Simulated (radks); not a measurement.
Coulomb parameter of the 4d shell of the cadmium ion Cd3+ in the model configuration [Kr] 4d8 5p1, as a second difference U = [E(n + 0.5) + E(n - 0.5) - 2 E(n)] / (0.5)^2 with all orbitals relaxed. "Bare": the charge of the atom changes with n. "Screened": the 5p shell takes up the change at fixed total charge, which measures U(4d,4d) + U(5p,5p) - 2 U(4d,5p). Calculated with a radial shooting solver on a logarithmic mesh with Libxc functionals: scalar-relativistic Kohn-Sham, PBEsol, spin-unpolarised, spherical densities, finite nucleus; Fermi nuclear charge, rms radius 4.6087 fm.

case              configuration  E - E(n) (eV)
start              [Kr] 4d8 5p1          0.000
bare +0.5        [Kr] 4d8.5 5p1        -23.850
bare -0.5        [Kr] 4d7.5 5p1         27.921
screened +0.5  [Kr] 4d8.5 5p0.5        -12.187
screened -0.5  [Kr] 4d7.5 5p1.5         13.082

U(bare) = 16.284 eV, U(screened by 5p) = 3.578 eV, against the Slater integral F0(4d,4d) = 21.154 eV with frozen orbitals.
